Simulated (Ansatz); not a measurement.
Input file for Ansatz (a program for electronic structure): U-CCSD(T)/def2-TZVPP on SnGe, 2S+1 = 5, a spin state set in the input, which need not be the lowest, a point of a bond scan (R = 2.760 Å). Elements past Kr take the def2 small-core potentials; no spin–orbit coupling.

Ansatz 0.2 input:
```yaml
crystal:
  periodic: [false, false, false]
  atoms:
    - {symbol: Ge, position_ang: [0.00000000, 0.00000000, 0.00000000]}
    - {symbol: Sn, position_ang: [0.00000000, 0.00000000, 2.75985000]}
basis:
  gaussian:
    orbitals: def2-TZVPP
    pivot_positions_ang: [[0.00000000, 0.00000000, 0.00000000], [0.00000000, 0.00000000, 2.75985000]]
magnetization: {spin_polarized: true, initial_magnetization: 4}
correlation: {method: ccsd_t, electrons: valence}
output: {orbitals: {seedname: ./end}}
```

Problem. What total energy does the run end on?

Solution. -2289.1763 hartree (reference determinant -2288.6868, T1 diagnostic 0.014).

Problem. How many basis functions does it have, and what does it roughly cost on one machine?

Solution. 98 functions; very roughly 80 core-seconds.
